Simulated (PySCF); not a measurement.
ClSi, SMILES [Si]Cl (connectivity only; charge and spin as stated), charge +1, multiplicity 1. The structure is a stationary point at PBE-D3(BJ)/def2-TZVPD.

The numbers are results of PBE-D3(BJ)/def2-TZVPD (PySCF), not measurements.

Harmonic wavenumbers (cm⁻¹): 639. Rotational constants (GHz): 8.270 (linear); symmetry number 1.

Question: Work out the zero-point energy and the ideal-gas rigid-rotor harmonic-oscillator thermochemistry at 298.15 K and 1 atm.

Answer: ZPE = ½ Σ hcν = ½ × 639 cm⁻¹ = 0.91 kcal/mol. H − E(el) = 3.08 kcal/mol. Entropy in cal/(mol K): translation 38.37, rotation 15.15, vibration 0.39, total 53.90. G − E(el) = -12.99 kcal/mol. Cp = 7.90 cal/(mol K).
